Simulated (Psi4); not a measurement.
Input for Psi4: SAPT0/jun-cc-pV(D+d)Z on CH6O2Si (a complex), monomers drawn apart or pushed together.

```
memory 8100 MB

molecule dimer {
0 1
Si    0.10655027   -0.31917526    0.64220098
H    -0.27518128   -0.53061173   -0.77427612
H     0.68623971   -1.55908719    1.19231386
H    -1.14324738    0.00998596    1.38020952
H     1.04486590    0.81481815    0.74117111
--
0 1
O     0.94928183    0.10485858    3.54515708
C     0.07611220    0.38938746    4.31697039
O    -1.21786287    0.53068063    4.00438989
H     0.22442314    0.57263226    5.38866262
H    -1.31700003    0.36210765    3.04888612
units angstrom
symmetry c1
no_reorient
no_com
}

set {
  basis jun-cc-pV(D+d)Z
  scf_type df
  freeze_core true
}

energy('sapt0')
```

Output:

```
[...]
==> Input File <==

--------------------------------------------------------------------------
memory 8100 MB

molecule dimer {
0 1
Si    0.10655027   -0.31917526    0.64220098
H    -0.27518128   -0.53061173   -0.77427612
H     0.68623971   -1.55908719    1.19231386
H    -1.14324738    0.00998596    1.38020952
H     1.04486590    0.81481815    0.74117111
--
0 1
O     0.94928183    0.10485858    3.54515708
C     0.07611220    0.38938746    4.31697039
O    -1.21786287    0.53068063    4.00438989
H     0.22442314    0.57263226    5.38866262
H    -1.31700003    0.36210765    3.04888612
units angstrom
symmetry c1
no_reorient
no_com
}

set {
  basis jun-cc-pV(D+d)Z
  scf_type df
  freeze_core true
}

energy('sapt0')
--------------------------------------------------------------------------


   => Loading Basis Set <=

    Name: JUN-CC-PV(D+D)Z
    Role: ORBITAL
    Keyword: BASIS
    atoms 1         entry SI         line   566 file jun-cc-pv_dpd_z.gbs
    atoms 2-5, 9-10 entry H          line    60 file jun-cc-pv_dpd_z.gbs
    atoms 6, 8      entry O          line   256 file jun-cc-pv_dpd_z.gbs
    atoms 7         entry C          line   188 file jun-cc-pv_dpd_z.gbs

   => Loading Basis Set <=

    Name: JUN-CC-PV(D+D)Z
    Role: ORBITAL
    Keyword: BASIS
    atoms 1         entry SI         line   566 file jun-cc-pv_dpd_z.gbs
    atoms 2-5, 9-10 entry H          line    60 file jun-cc-pv_dpd_z.gbs
    atoms 6, 8      entry O          line   256 file jun-cc-pv_dpd_z.gbs
    atoms 7         entry C          line   188 file jun-cc-pv_dpd_z.gbs


  //>>>>>>>>>>>>>>>>>>>>>>>>>>>>>>>>>>>//
  //              Dimer HF             //
  //<<<<<<<<<<<<<<<<<<<<<<<<<<<<<<<<<<<//

   => Libint2 <=

    Primary   basis highest AM E, G, H:  7, 6, 3
    Auxiliary basis highest AM E, G, H:  7, 7, 4
    Onebody   basis highest AM E, G, H:  -, -, -
    Solid Harmonics ordering:            Gaussian


   => Loading Basis Set <=

    Name: JUN-CC-PV(D+D)Z
    Role: ORBITAL
    Keyword: BASIS
    atoms 1         entry SI         line   566 file jun-cc-pv_dpd_z.gbs
    atoms 2-5, 9-10 entry H          line    60 file jun-cc-pv_dpd_z.gbs
    atoms 6, 8      entry O          line   256 file jun-cc-pv_dpd_z.gbs
    atoms 7         entry C          line   188 file jun-cc-pv_dpd_z.gbs


         ---------------------------------------------------------
                                   SCF
               by Justin Turney, Rob Parrish, Andy Simmonett
                          and Daniel G. A. Smith
                              RHF Reference
                        4 Threads,   7724 MiB Core
         ---------------------------------------------------------

  ==> Geometry <==

    Molecular point group: c1
    Full point group: C1

    Geometry (in Angstrom), charge = 0, multiplicity = 1:

       Center              X                  Y                   Z               Mass
    ------------   -----------------  -----------------  -----------------  -----------------
         SI           0.106550270000    -0.319175260000     0.642200980000    27.976926534650
         H           -0.275181280000    -0.530611730000    -0.774276120000     1.007825032230
         H            0.686239710000    -1.559087190000     1.192313860000     1.007825032230
         H           -1.143247380000     0.009985960000     1.380209520000     1.007825032230
         H            1.044865900000     0.814818150000     0.741171110000     1.007825032230
         O            0.949281830000     0.104858580000     3.545157080000    15.994914619570
         C            0.076112200000     0.389387460000     4.316970390000    12.000000000000
         O           -1.217862870000     0.530680630000     4.004389890000    15.994914619570
         H            0.224423140000     0.572632260000     5.388662620000     1.007825032230
         H           -1.317000030000     0.362107650000     3.048886120000     1.007825032230

  Running in c1 symmetry.

  Rotational constants: A =      0.32894  B =      0.02254  C =      0.02146 [cm^-1]
  Rotational constants: A =   9861.25043  B =    675.74523  C =    643.36178 [MHz]
  Nuclear repulsion =  157.296351010574341

  Charge       = 0
  Multiplicity = 1
  Electrons    = 42
  Nalpha       = 21
  Nbeta        = 21

  ==> Algorithm <==

  SCF Algorithm Type is DF.
  DIIS enabled.
  MOM disabled.
  Fractional occupation disabled.
  Guess Type is SAD.
  Energy threshold   = 1.00e-08
  Density threshold  = 1.00e-08
  Integral threshold = 1.00e-12

  ==> Primary Basis <==

  Basis Set: JUN-CC-PV(D+D)Z
    Blend: JUN-CC-PV(D+D)Z
    Number of shells: 53
    Number of basis functions: 111
    Number of Cartesian functions: 116
    Spherical Harmonics?: true
    Max angular momentum: 2

   => Loading Basis Set <=

    Name: (JUN-CC-PV(D+D)Z AUX)
    Role: JKFIT
    Keyword: DF_BASIS_SCF
    atoms 1         entry SI         line   506 file jun-cc-pvdz-jkfit.gbs
    atoms 2-5, 9-10 entry H          line    70 file jun-cc-pvdz-jkfit.gbs

[...]
:  -188.79161069023013

   => Energetics <=

    Nuclear Repulsion Energy =             70.2800033285382142
    One-Electron Energy =                -398.0117185851569275
    Two-Electron Energy =                 138.9401045663885839
    Total Energy =                       -188.7916106902301294

Computation Completed


Properties will be evaluated at   0.000000,   0.000000,   0.000000 [a0]

Properties computed using the SCF density matrix


 Multipole Moments:

 ------------------------------------------------------------------------------------
     Multipole            Electronic (a.u.)      Nuclear  (a.u.)        Total (a.u.)
 ------------------------------------------------------------------------------------

 L = 1.  Multiply by 2.5417464519 to convert [e a0] to [Debye]
 Dipole X            :          4.6371030           -5.2620407           -0.6249377
 Dipole Y            :        -15.6459606           15.7893768            0.1434161
 Dipole Z            :       -178.7848790          179.0246158            0.2397368
 Magnitude           :                                                    0.6845356

 ------------------------------------------------------------------------------------

  Constructing Basis Sets for SAPT...

   => Loading Basis Set <=

    Name: (JUN-CC-PV(D+D)Z AUX)
    Role: RIFIT
    Keyword: DF_BASIS_SAPT
    atoms 1         entry SI         line   376 file jun-cc-pvdz-ri.gbs
    atoms 2-5, 9-10 entry H          line    30 file jun-cc-pvdz-ri.gbs
    atoms 6, 8      entry O          line   188 file jun-cc-pvdz-ri.gbs
    atoms 7         entry C          line   100 file jun-cc-pvdz-ri.gbs

   => Loading Basis Set <=

    Name: (JUN-CC-PV(D+D)Z AUX)
    Role: JKFIT
    Keyword: DF_BASIS_ELST
    atoms 1         entry SI         line   506 file jun-cc-pvdz-jkfit.gbs
    atoms 2-5, 9-10 entry H          line    70 file jun-cc-pvdz-jkfit.gbs
    atoms 6, 8      entry O          line   258 file jun-cc-pvdz-jkfit.gbs
    atoms 7         entry C          line   146 file jun-cc-pvdz-jkfit.gbs


  //>>>>>>>>>>>>>>>>>>>>>>>>>>>>>>>>>>>//
  //               SAPT0               //
  //<<<<<<<<<<<<<<<<<<<<<<<<<<<<<<<<<<<//



        SAPT0
    Ed Hohenstein
     6 June 2009

      Orbital Information
  --------------------------
    NSO        =       111
    NMO        =       111
    NRI        =       364
    NRI (Elst) =       496
    NOCC A     =         9
    NOCC B     =        12
    FOCC A     =         5
    FOCC B     =         3
    NVIR A     =       102
    NVIR B     =        99

    Elst10,r            =    -0.009092522465 [Eh]
    Exch10              =     0.016761181603 [Eh]
    Exch10 (S^2)        =     0.016626224456 [Eh]

    Maxiter = 50
    CPHF R converge = 1.000000E-08

    Iter     Energy [mEh]          dE [mEh]         Residual      Time [s]
       1      -4.92322362       4.923223619     1.144771e-02             0
       2      -6.40894003       1.485716413     2.073003e-03             0
       3      -6.38240699      -0.026533043     4.318726e-04             0
       4      -6.37531886      -0.007088131     7.817615e-05             0
       5      -6.37757686       0.002257997     1.377073e-05             0
       6      -6.37731627      -0.000260587     2.583483e-06             0
       7      -6.37732969       0.000013417     3.626145e-07             0
       8      -6.37733188       0.000002196     5.135313e-08             0
       9      -6.37733135      -0.000000530     4.917617e-09             0

    CHF Iterations converged

    Maxiter = 50
    CPHF R converge = 1.000000E-08

    Iter     Energy [mEh]          dE [mEh]         Residual      Time [s]
       1      -2.02602049       2.026020485     7.061918e-03             0
       2      -2.56784281       0.541822326     2.185168e-03             0
       3      -2.58436691       0.016524099     8.499819e-04             0
       4      -2.57182421      -0.012542697     3.043588e-04             0
       5      -2.57040975      -0.001414465     1.232838e-04             0
       6      -2.57178743       0.001377681     4.660522e-05             0
       7      -2.57192896       0.000141528     1.509720e-05             0
       8      -2.57178455      -0.000144408     3.773268e-06             0
       9      -2.57177932      -0.000005226     9.501883e-07             0
      10      -2.57178744       0.000008114     1.785231e-07             0
      11      -2.57178586      -0.000001579     3.337258e-08             0
      12      -2.57178597       0.000000115     7.631369e-09             0

    CHF Iterations converged

    Ind20,r (A<-B)      =    -0.006377331352 [Eh]
    Ind20,r (B<-A)      =    -0.002571785973 [Eh]
    Ind20,r             =    -0.008949117325 [Eh]
    Exch-Ind20,r (A<-B) =     0.003511791900 [Eh]
    Exch-Ind20,r (B<-A) =     0.002084070315 [Eh]
    Exch-Ind20,r        =     0.005595862215 [Eh]
    Disp20              =    -0.005627852319 [Eh]
    Disp20 (SS)         =    -0.002813926159 [Eh]
    Disp20 (OS)         =    -0.002813926159 [Eh]
    Exch-Disp20         =     0.000915578083 [Eh]
    Exch-Disp20 (SS)    =     0.000517535437 [Eh]
    Exch-Disp20 (OS)    =     0.000398042646 [Eh]

    SAPT Results
  --------------------------------------------------------------------------------------------------------
    Electrostatics                 -9.09252247 [mEh]      -5.70564399 [kcal/mol]     -23.87241444 [kJ/mol]
      Elst10,r                     -9.09252247 [mEh]      -5.70564399 [kcal/mol]     -23.87241444 [kJ/mol]

    Exchange                       16.76118160 [mEh]      10.51780025 [kcal/mol]      44.00647624 [kJ/mol]
      Exch10                       16.76118160 [mEh]      10.51780025 [kcal/mol]      44.00647624 [kJ/mol]
      Exch10(S^2)                  16.62622446 [mEh]      10.43311336 [kcal/mol]      43.65214629 [kJ/mol]

    Induction                      -5.30931758 [mEh]      -3.33164708 [kcal/mol]     -13.93961140 [kJ/mol]
      Ind20,r                      -8.94911733 [mEh]      -5.61565590 [kcal/mol]     -23.49590430 [kJ/mol]
      Exch-Ind20,r                  5.59586222 [mEh]       3.51145655 [kcal/mol]      14.69193422 [kJ/mol]
      delta HF,r (2)               -1.95606247 [mEh]      -1.22744773 [kcal/mol]      -5.13564132 [kJ/mol]

    Dispersion                     -4.71227424 [mEh]      -2.95699673 [kcal/mol]     -12.37207430 [kJ/mol]
      Disp20                       -5.62785232 [mEh]      -3.53153065 [kcal/mol]     -14.77592423 [kJ/mol]
      Exch-Disp20                   0.91557808 [mEh]       0.57453392 [kcal/mol]       2.40384993 [kJ/mol]
      Disp20 (SS)                  -2.81392616 [mEh]      -1.76576532 [kcal/mol]      -7.38796211 [kJ/mol]
      Disp20 (OS)                  -2.81392616 [mEh]      -1.76576532 [kcal/mol]      -7.38796211 [kJ/mol]
      Exch-Disp20 (SS)              0.51753544 [mEh]       0.32475839 [kcal/mol]       1.35878910 [kJ/mol]
      Exch-Disp20 (OS)              0.39804265 [mEh]       0.24977553 [kcal/mol]       1.04506082 [kJ/mol]

  Total HF                          2.35934155 [mEh]       1.48050918 [kcal/mol]       6.19445040 [kJ/mol]
  Total SAPT0                      -2.35293268 [mEh]      -1.47648755 [kcal/mol]      -6.17762391 [kJ/mol]

  Special recipe for scaled SAPT0 (see Manual):
    Electrostatics sSAPT0          -9.09252247 [mEh]      -5.70564399 [kcal/mol]     -23.87241444 [kJ/mol]
    Exchange sSAPT0                16.76118160 [mEh]      10.51780025 [kcal/mol]      44.00647624 [kJ/mol]
    Induction sSAPT0               -5.17194155 [mEh]      -3.24544232 [kcal/mol]     -13.57893067 [kJ/mol]
    Dispersion sSAPT0              -4.68979718 [mEh]      -2.94289216 [kcal/mol]     -12.31306081 [kJ/mol]
  Total sSAPT0                     -2.19307960 [mEh]      -1.37617822 [kcal/mol]      -5.75792969 [kJ/mol]
  --------------------------------------------------------------------------------------------------------



*** Psi4 exiting successfully. Buy a developer a beer!
```

The run finished.

Cost: about 14 core-seconds (a rough figure).
